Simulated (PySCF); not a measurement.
Delta-SCF ions had no search for a lower state. Excitations are Tamm–Dancoff values on a coarser integration grid. The basis has no diffuse functions, so Rydberg states are missing or too high.

# CH₃BO₂, SMILES `COB=O` (C–O–B–O torsion 179°) (charge 0, multiplicity 1)

These are PySCF with TPSSh-D3(BJ)/def2-TZVP // B3LYP-D3(BJ)/def2-TZVP values and carry that method's errors.

```json
{
  "HOMO": "-8.05 eV",
  "dipole_moment": "4.41 D",
  "LUMO": "-0.21 eV",
  "HOMO–LUMO gap": "7.83 eV",
  "S1 excitation (TDA)": "7.23 eV",
  "S1 oscillator strength": "0.022",
  "T1 excitation (TDA)": "6.94 eV",
  "S1–T1 gap (TDA)": "0.29 eV",
  "vertical ionisation energy (Delta-SCF)": "11.20 eV",
  "total_energy": "-215.3790 Ha",
  "cost": "about 7 core-minutes (a rough figure)"
}
```

```xyz
7

C     -0.8937     0.0606     0.0198
O      0.3015    -0.6881    -0.2649
B      1.5205    -0.2307    -0.0833
O      2.6610     0.1570     0.0717
H     -0.9397     0.9484    -0.6105
H     -1.7314    -0.5937    -0.2038
H     -0.9183     0.3466     1.0710
```
Charge 0, spin multiplicity 1.
